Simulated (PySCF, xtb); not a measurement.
B(Cl)(OMe)(SH) (CH₄BClOS), SMILES COB(S)Cl.

GFN2-xTB (xtb) at its own geometry gives an orbital gap of 5.01 eV and a dipole moment of 2.09 D.

Geometry: PBE-D3(BJ)/def2-SVP. The structure was generated by enumeration, and PubChem lists no compound with its InChIKey, so it may never have been made. The values are those of a single conformer.

Task: What does PBE/def2-TZVP in PySCF give? (An estimate is asked for; the answer gives what the named calculation found.)

Result: gap 5.66 eV (levels -6.72 and -1.06 eV), dipole 1.73 D.
